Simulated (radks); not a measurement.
Results of a calculation; reference values are marked as such.
Ho0.5+, 66.5 electrons, occupied as [Xe] 4f11.5 6s1 (fractional occupations, a model configuration).

Code: a radial shooting solver on a logarithmic mesh with Libxc functionals. Model: Dirac Kohn-Sham, PBE, spin-unpolarised, spherical densities, finite nucleus; open shells are shared between the two j in proportion to 2j + 1; Fermi nuclear charge, rms radius 5.2022 fm.

Energy parts (hartree):
| part | energy |
|---|---|
| total | -12627.1463 |
| kinetic | 13890.6689 |
| electron-nucleus | -31187.3206 |
| Hartree | 4941.3909 |
| exchange-correlation | -271.8855 |

Orbitals (lengths in bohr, moments of r in powers of bohr; r(90%) holds 90 % of the orbital's charge):
orbital,occ.,eigenvalue (hartree),<r^2>,r(90%),<1/r>
1s1/2,2,-2036.775,0.0005883,0.0376,76.04
2s1/2,2,-340.4928,0.009111,0.136,18.25
2p1/2,2,-324.1059,0.006581,0.120,18.23
2p3/2,4,-292.6142,0.007804,0.130,15.88
3s1/2,2,-76.02507,0.06028,0.337,6.675
3p1/2,2,-68.84799,0.05587,0.329,6.591
3p3/2,4,-62.26987,0.06277,0.348,5.993
3d3/2,4,-49.95454,0.04960,0.320,5.877
3d5/2,6,-48.51719,0.05151,0.326,5.730
4s1/2,2,-14.99939,0.3043,0.746,2.790
4p1/2,2,-12.14874,0.3185,0.770,2.681
4p3/2,4,-10.67510,0.3568,0.815,2.475
4d3/2,4,-5.98112,0.4055,0.889,2.253
4d5/2,6,-5.71402,0.4208,0.906,2.202
4f5/2,4.92857,-0.13218,1.141,1.57,1.582
4f7/2,6.57143,-0.09750,1.288,1.64,1.547
5s1/2,2,-1.87006,1.867,1.86,1.036
5p1/2,2,-1.11284,2.441,2.16,0.9021
5p3/2,4,-0.93447,2.846,2.34,0.8271
6s1/2,1,-0.20770,18.28,5.94,0.3123

The highest occupied level is 4f7/2 at -2.653 eV. The electron density at the nucleus is 8.053e+05 e/bohr^3. Summed over all electrons, <r^2> = 60.24 bohr^2, which gives a Langevin (diamagnetic) susceptibility term of -47.7 x 10^-6 cm^3/mol.
